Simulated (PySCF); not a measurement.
From one molecule to another.

First species: C5H11PSi.
SMILES: `CC1=CC[Si@@H](P)C1`

Second species: cyclopropyl methyl ether, C4H8O.
Bonds: C1–O2, O2–C3, C3–C4, C4–C5, C3–C5. Hydrogens: H6, H7, H8 on C1; H9 on C3; H10, H11 on C4; H12, H13 on C5.

Levels: CAM-B3LYP/def2-SVPD for HOMO energy, LUMO energy, HOMO–LUMO gap and static isotropic polarisability; TDDFT CAM-B3LYP/def2-SVPD for lowest singlet excitation; TDA CAM-B3LYP/def2-SVPD for lowest triplet excitation (Tamm–Dancoff). Geometries: GFN2-xTB. Each species is one conformer at its optimised geometry, gas phase, non-relativistic unless stated. Electronic properties by PySCF.

Dipoles, sizes and rotational constants follow the conformer. The torsions of the flexible species, by atom-mapped SMILES:
- `[CH3:1][O:2][CH:3]1[CH2:4][CH2:5]1`: C1–O2–C3–C4 153°

The conformers of `CC1=CC[Si@@H](P)C1` aren't listed.

Values for the first species:

* HOMO energy: -8.10 eV
* LUMO energy: 1.08 eV
* HOMO–LUMO gap: 9.18 eV
* Lowest singlet excitation: 6.36 eV
* Lowest triplet excitation (Tamm–Dancoff): 4.44 eV
* Static isotropic polarisability: 109.6 au

Q: Estimate the same properties for the second species, and the change in each.

A: 
```tsv
property	first	second	second less first
HOMO energy	-8.10 eV	-8.67 eV	-0.57 eV
LUMO energy	1.08 eV	1.51 eV	+0.43 eV
HOMO–LUMO gap	9.18 eV	10.18 eV	+1.00 eV
lowest singlet excitation	6.36 eV	7.17 eV	+0.81 eV
lowest triplet excitation (Tamm–Dancoff)	4.44 eV	7.03 eV	+2.59 eV
static isotropic polarisability	109.6 au	51.9 au	-57.7 au
```

On the first: The polarisability is 16.24 Å³ as a volume (1 au = 0.148185 Å³), or 1.57 au for each of the 70 electrons. No computed singlet falls in the visible range (750 to 380 nm, 1.65 to 3.26 eV); S1 lies 3.10 eV above its blue end.

On the second: The polarisability is 7.70 Å³ as a volume (1 au = 0.148185 Å³), or 1.30 au for each of the 40 electrons. The vertical singlet–triplet gap S1 − T1 is 0.14 eV (TDDFT singlet less Tamm–Dancoff triplet; S1: HOMO→LUMO, weight 0.89; T1: HOMO→LUMO, weight 0.83).
